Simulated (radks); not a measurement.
Effect of the nuclear size on the silver ion Ag+, [Kr] 4d10. Calculated with a radial shooting solver on a logarithmic mesh with Libxc functionals: Dirac Kohn-Sham, exchange-only LDA, spin-unpolarised, spherical densities, finite nucleus; Fermi nuclear charge, rms radius 4.5454 fm. The rms radius is varied about that value; shifts are against it.

rms radius (fm) = 3.959: total energy shift (eV) -0.680; density at nucleus (e/bohr^3) 1.478e+05; 1s1/2 shift (meV) -286; 2s1/2 shift (meV) -32.0; 4s1/2 shift (meV) -1.16; 5s1/2 (empty) shift (meV) -0.104
rms radius (fm) = 4.1727: total energy shift (eV) -0.441; density at nucleus (e/bohr^3) 1.468e+05; 1s1/2 shift (meV) -186; 2s1/2 shift (meV) -20.8; 4s1/2 shift (meV) -0.755; 5s1/2 (empty) shift (meV) -0.068
rms radius (fm) = 4.5454: total energy shift (eV) 0; density at nucleus (e/bohr^3) 1.451e+05; 1s1/2 shift (meV) 0.000; 2s1/2 shift (meV) 0.000; 4s1/2 shift (meV) 0.000; 5s1/2 (empty) shift (meV) 0.000
rms radius (fm) = 4.7272: total energy shift (eV) 0.227; density at nucleus (e/bohr^3) 1.443e+05; 1s1/2 shift (meV) 95.7; 2s1/2 shift (meV) 10.7; 4s1/2 shift (meV) 0.389; 5s1/2 (empty) shift (meV) 0.035
rms radius (fm) = 5.3545: total energy shift (eV) 1.07; density at nucleus (e/bohr^3) 1.419e+05; 1s1/2 shift (meV) 451; 2s1/2 shift (meV) 50.4; 4s1/2 shift (meV) 1.83; 5s1/2 (empty) shift (meV) 0.164

Slopes of the eigenvalues against <r^2> in GHz/fm^2, as finite differences over the two radii next to the reference (eigenvalue slopes, not the field-shift constants of lines): 1s1/2 13800, 2s1/2 1540, 4s1/2 56.1, 5s1/2 (empty) 5.03.
